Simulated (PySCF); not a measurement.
Species: C5H11B.
Cartesian coordinates in Å at the PBE0-D3(BJ)/def2-SVP level; atoms count from 1:
```
atom  x, y, z in Å
B1     2.5589   -0.0752   -0.3963
C2     1.2124   -0.3215    0.3397
C3    -0.0682    0.2709   -0.2601
C4    -0.0486    1.7965   -0.1672
C5    -1.2914   -0.2848    0.4094
C6    -2.2584   -0.9786   -0.1917
H7     2.5949    0.3361   -1.5367
H8     3.6047   -0.3609    0.1437
H9     1.1583   -1.4348    0.3328
H10    1.2965   -0.0850    1.4173
H11   -0.1075   -0.0090   -1.3277
H12   -0.9447    2.2377   -0.6282
H13    0.8372    2.2097   -0.6761
H14   -0.0147    2.1255    0.8848
H15   -1.3692   -0.0871    1.4882
H16   -3.1233   -1.3548    0.3611
H17   -2.2201   -1.1964   -1.2645
```

Level: PBE0/def2-SVPD in PySCF, non-relativistic, on one gas-phase PBE0-D3(BJ)/def2-SVP geometry that isn't relaxed in the solvent. The solvent is an IEF-PCM continuum (Bondi radii, 1.10 Å for H, scaled by 1.2), and excitations are vertical TDDFT with non-equilibrium linear response and a frozen core. Specific hydrogen bonds and non-electrostatic terms are outside this model.

Gas-phase singlets (H = HOMO, L = LUMO):

```json
{"state": "S1", "E (eV)": "5.127", "λ (nm)": "242", "f": "0.000", "leading configuration": "H→L 93%"}
{"state": "S2", "E (eV)": "5.795", "λ (nm)": "214", "f": "0.002", "leading configuration": "H-1→L 51%"}
{"state": "S3", "E (eV)": "6.023", "λ (nm)": "206", "f": "0.003", "leading configuration": "H-2→L 48%"}
{"state": "S4", "E (eV)": "6.964", "λ (nm)": "178", "f": "0.004", "leading configuration": "H-3→L 90%"}
{"state": "S5", "E (eV)": "7.106", "λ (nm)": "174", "f": "0.062", "leading configuration": "H→L+2 70%"}
```

Give the list for cyclohexane (ε = 2.017), n² = 2.04.

| state | E (eV) | λ (nm) | f | leading configuration | change by rank (eV) |
| --- | --- | --- | --- | --- | --- |
| S1 | 5.155 | 240 | 0.001 | H→L 92% | +0.028 |
| S2 | 5.782 | 214 | 0.003 | H-1→L 55% | -0.013 |
| S3 | 6.026 | 206 | 0.004 | H-2→L 52% | +0.003 |
| S4 | 6.933 | 179 | 0.006 | H-3→L 89% | -0.031 |
| S5 | 7.103 | 175 | 0.208 | H→L+2 46% | -0.003 |

How does the list change in methanol (ε = 32.61)?

```tsv
state	E (eV)	λ (nm)	f	leading configuration	change by rank (eV)
S1	5.214	238	0.001	H→L 91%	+0.087
S2	5.799	214	0.004	H-1→L 63%	+0.004
S3	6.063	204	0.004	H-2→L 59%	+0.040
S4	6.904	180	0.007	H-3→L 87%	-0.060
S5	7.160	173	0.270	H→L+1 52%	+0.054
```

The ground-state energy changes by -0.082 eV from gas to methanol. By how much does the total energy of gas-phase S1 change?

E(S1) = E(S0) + excitation energy, so it changes by -0.082 + 0.087 = +0.005 eV: it isn't lowered at all, while the ground state is. This is the vertical state, with the slow part of the continuum still set for S0.

How do the frontier levels move from gas to methanol?

```tsv
orbital	gas (eV)	solvent (eV)	change (eV)	Löwdin shares, gas	Löwdin shares, solvent
LUMO+2	0.73	0.86	+0.13	B1 39 %, C6 7 %, C2 7 %, H9 6 %	B1 44 %, C6 7 %, C4 6 %, C2 6 %
LUMO+1	0.29	0.34	+0.05	C6 34 %, C5 33 %, H17 6 %, H16 6 %	C6 34 %, C5 34 %, H17 6 %, H16 6 %
LUMO	-1.31	-1.18	+0.13	B1 55 %, C2 14 %, H7 10 %, H8 10 %	B1 55 %, C2 14 %, H7 10 %, H8 10 %
HOMO	-7.42	-7.40	+0.02	C6 38 %, C5 34 %, C3 5 %, C2 4 %	C6 38 %, C5 34 %, C3 6 %, C2 4 %
HOMO-1	-8.83	-8.69	+0.14	C2 21 %, B1 18 %, C3 14 %, C5 12 %	C2 21 %, B1 18 %, C3 14 %, C5 12 %
HOMO-2	-8.97	-8.87	+0.10	B1 25 %, H8 15 %, C2 12 %, H7 12 %	B1 22 %, H8 14 %, C3 14 %, C2 13 %
HOMO-3	-9.48	-9.31	+0.17	C3 22 %, C4 14 %, H11 13 %, C2 10 %	C3 21 %, C4 14 %, H11 12 %, C2 11 %
```

The HOMO–LUMO gap goes from 6.12 to 6.22 eV.
